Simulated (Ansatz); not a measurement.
`CO[Si](F)(F)F` → `F[SiH](F)F` + `C=O` at 400 K and 1 bar (β-hydride elimination).

Computed with Ansatz on PBE0-D4/def2-TZVP structures; ΔE is electronic, products minus reactants. CBS: MP2 limit from def2 TZ/QZ plus the TZ coupled-cluster correction, frozen cores. This one scheme is used for every species. Each species was taken in one conformer, which may not be the lowest.

```
        species  CCSD(T)/CBS energy (Eh)  H − E (kJ/mol)  S (J/(mol·K))
`CO[Si](F)(F)F`               -703.74509           170.7          392.6
   `F[SiH](F)F`               -589.26725            67.9          298.2
          `C=O`               -114.39408            83.9          229.4
```

H − E and S are ideal-gas, rigid-rotor, harmonic terms from PBE0-D4/def2-TZVP, for one conformer and one mirror image of each species. 1 Eh = 2625.50 kJ/mol, R = 8.31446 J/(mol·K).

**Question.** By hand: ΔE, ΔH, ΔS and ΔG.

**Answer.** ΔE = (-589.26725) + (-114.39408) − (-703.74509) = 0.08376 Eh = 219.9 kJ/mol. Δ(H − E) = 67.9 + 83.9 − 170.7 = -18.9, so ΔH = 201.0 kJ/mol. ΔS = 298.2 + 229.4 − 392.6 = 135.0 J/(mol·K). ΔG = 201.0 − 400 × (135.0)/1000 = 147.0 kJ/mol.

**Question.** By hand: the equilibrium constant, and the temperature at which ΔG would vanish if ΔH and ΔS stayed fixed.

**Answer.** log₁₀ K = −ΔG/(RT ln 10) = -19.2. ΔG = 0 at ΔH/ΔS = 1489 K.

The number of gas molecules changes by +1, which sets the sign of ΔS. A doubt of 5 kJ/mol in ΔE shifts log₁₀ K by 0.7 here. Other conformers and mirror images would add mixing entropy, several J/(mol·K) or more a flexible species. Modes under 60 cm⁻¹, often nearly free rotors, make the harmonic entropy too high. These are equilibria of isolated gas molecules and say nothing of rates. Largest T1 diagnostic: 0.015 (customary marks: 0.02 for closed shells, 0.045 for open ones).
